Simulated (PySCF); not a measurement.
A calculated (LDA, PySCF 2.14, aug-cc-pwCVTZ-X2C with one added diffuse shell each of s, p, d, f type, the spin-free X2C one-electron Hamiltonian (Gaussian nucleus)) atom or ion has these occupied shells.

| shell | electrons | orbital energy (eV) | rms radius, mean of both spins (bohr) |
| --- | --- | --- | --- |
| 1s | 2 | -3936.0 | 0.0890 |
| 2s | 2 | -413.09 | 0.398 |
| 2p | 6 | -334.67 | 0.365 |
| 3s | 2 | -46.829 | 1.25 |
| 3p | 6 | -27.985 | 1.39 |
| 4s | 2 | -3.864 | 4.26 |

(1) Name the element and its charge.

## Answers

(1) Ca (calcium, neutral), in [Ar] 4s2, closed-shell 1S.
